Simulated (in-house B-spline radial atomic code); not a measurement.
**RPA and G0W0 on r2SCAN: Ru3+**

Configuration [Kr] 4d5, highest spin, mean-field start r2SCAN. Computed with an all-electron radial atomic-structure program (B-spline basis): all electrons, non-relativistic, point nucleus, each spin shell either full or empty, empty states to l = 9 with an (l + 1/2)⁻⁴ tail; G0W0 by contour deformation at full frequency.

Without relativity these are model numbers: it shifts the levels of so heavy an element strongly and can reorder them.

Command:
```bash
python run_gw.py task.json out
```
Settings (radii: box in bohr, nucleus in fm):
```
Z                        44
electrons                41
configuration            [Kr] 4d5
hamiltonian              nr
method                   r2scan
lmax                     9
spin_polarised           True
box_radius               14.14
intervals                52
```

Cost of the run: 2.8 s on 1 thread of Arm Neoverse V2, on a shared host.

Energies (hartree):

```tsv
term	value
mean-field total	-4441.78475
Hartree-Fock functional on these orbitals	-4439.76837
direct second order	-3.3919
second-order exchange	0.97701
SOSEX correction	0.91243
```

Task: What is the RPA correlation energy, and what remains with SOSEX?

Result: RPA gives -3.009 hartree (-2 eV per electron); RPA + SOSEX gives -2.0965, and the second-order doubles -2.4148 hartree (no singles). RPA lacks exchange-type terms and so overcorrelates at short range.

Quasi-particle levels (eV):

| level | occupied | mean field | Σx - vxc | Σc | QP weight | G0W0 |
| --- | --- | --- | --- | --- | --- | --- |
| 4d up | yes | -39.83 | -6.84 | ? | ? | ? |
| 4p down | yes | -77.64 | -7.95 | 0.48 | 0.913 | -85.11 |
| 4d down | no | -33.96 | 8.99 | -3.90 | 0.940 | -28.874 |

G0W0 = mean field + (Σx - vxc) + Σc, with Σc (partial-wave tail included) taken at the quasi-particle energy. Only the outer levels were computed. Levels of low weight are left out.

Task: Where does G0W0 put 4d up?

Result: At -46.62 eV, with Σc = 0.05 eV and a quasi-particle weight of 0.937. The tabulated removal energy is 45 ± 1.7 eV (NIST, tabulated theory); the calculation leaves out relativity, Breit and QED terms, and what these don't explain is the method's own error.
